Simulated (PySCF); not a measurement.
BeGeH4O, SMILES [OH][Be][GeH3].

Coordinates come from a B3LYP-D3(BJ)/def2-TZVP optimisation. Other conformers were not sampled.

All values below come from B3LYP-D3(BJ)/def2-TZVP in PySCF 2.14.0.

Frequencies are harmonic and unscaled.

A small imaginary wavenumber (i) marks a very flat motion, where grid noise or a shallow saddle decides the sign.

```csv
mode,ν (cm⁻¹),IR (km/mol),Raman (Å⁴/amu),depolarisation,moving atoms (share of kinetic energy)
1,11i,131.9,0.7,0.75,"H 90 %, O 9 %"
2,192,16.9,0.6,0.75,"Be 53 %, H 38 %, O 9 %"
3,199,20.5,0.7,0.75,"Be 59 %, H 28 %, O 14 %"
4,336,13.2,13.2,0.09,"O 55 %, Ge 24 %, Be 18 %"
5,378,188.0,2.9,0.71,"H 87 %, O 9 %"
6,458,0.7,0.1,0.74,"H 71 %, Be 23 %"
7,469,28.2,0.9,0.66,"H 63 %, Be 29 %"
8,810,146.8,5.6,0.68,H 97 %
9,893,35.4,18.8,0.75,H 99 %
10,893,37.0,18.7,0.75,H 99 %
11,1344,213.0,2.1,0.09,"Be 72 %, O 25 %"
12,2097,115.2,197.9,0.24,H 99 %
13,2099,104.6,220.2,0.15,H 99 %
14,2099,133.0,158.5,0.53,H 99 %
15,3991,175.5,118.8,0.25,H 94 %
```
